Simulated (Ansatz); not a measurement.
System: H$_{2}$BSeO, charge 0, doublet. H2BSeO (SMILES B([O])[SeH], doublet).
B3LYP-D3(BJ)/def2-TZVP minimum from Ansatz (an electronic-structure program):
```
B
O 1 1.2794
H 1 1.1957 2 127.93
Se 1 2.0119 3 114.95 2 -180.00
H 4 1.4722 1 95.66 3 180.00
```
Charge 0, spin multiplicity 2.

Total energies in cc-pVDZ, 17 correlated electrons, 16 frozen orbitals. UHF or UKS for unpaired electrons; spin-orbit terms are left out. Cores are frozen in correlated methods (noble-gas shells, and filled d and f shells in the p block). No relativity.

| method | program | energy (Eh) | minus CCSDT(Q) (mEh) |
|---|---|---|---|
| HF | Ansatz | -2500.55285 | 401.41 |
| MP2 | Ansatz | -2500.89656 | 57.70 |
| CCSD | Ansatz | -2500.93961 | 14.65 |
| CCSD(T) | Ansatz | -2500.95145 | 2.81 |
| CCSDT(Q) | Ansatz | -2500.95426 | 0.00 |

Rough core times of Ansatz's runs on a shared machine: CCSD(T) 20 s, CCSDT(Q) 4 min.
